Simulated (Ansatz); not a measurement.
`[Ga][Br]` and `[F][Ga]` differ in one element.

Ansatz, PBE0-D4/def2-TZVP geometries, multiplicity 1. 

Scalar relativity is left out up to krypton.

| property | `[Ga][Br]` |
| --- | --- |
| size of the dipole moment (PBE/def2-TZVPP) / D | 2.33 |
| size of the dipole moment (ωB97M-V/def2-TZVPP) / D | 2.64 |
| HOMO energy (ωB97M-V/def2-TZVPP) / eV | -9.34 |
| ideal-gas entropy at 298 K and 1 bar (rigid rotor, harmonic PBE0-D4/def2-TZVP) / J/(mol·K) | 252 |
| HOMO–LUMO gap (B3LYP/def2-TZVPP) / eV | 5.15 |
| LUMO energy (PBE/def2-TZVPP) / eV | -2.49 |

(1) Give the same properties after the change, and the shifts. (Estimate.)

Results:

(1) Ansatz gave: 
| property | `[F][Ga]` | shift |
| --- | --- | --- |
| size of the dipole moment (PBE/def2-TZVPP) / D | 2.08 | -0.25 |
| size of the dipole moment (ωB97M-V/def2-TZVPP) / D | 2.25 | -0.39 |
| HOMO energy (ωB97M-V/def2-TZVPP) / eV | -10.00 | -0.66 |
| ideal-gas entropy at 298 K and 1 bar (rigid rotor, harmonic PBE0-D4/def2-TZVP) / J/(mol·K) | 228 | -24 |
| HOMO–LUMO gap (B3LYP/def2-TZVPP) / eV | 6.06 | 0.91 |
| LUMO energy (PBE/def2-TZVPP) / eV | -2.09 | 0.40 |

With PBE0 the HOMO falls by 0.47 eV and the LUMO rises by 0.42 eV, so the gap widens by about 0.89 eV. PBE moves the HOMO by -0.37 eV and ωB97M-V by -0.66 eV. Dipoles are sizes alone; their direction can turn.

B3LYP here is the variant with VWN-RPA as its local correlation; programs differ in this.

Spin–orbit coupling is left out; it splits and shifts lone-pair levels of the heavy atoms by tenths of an eV.
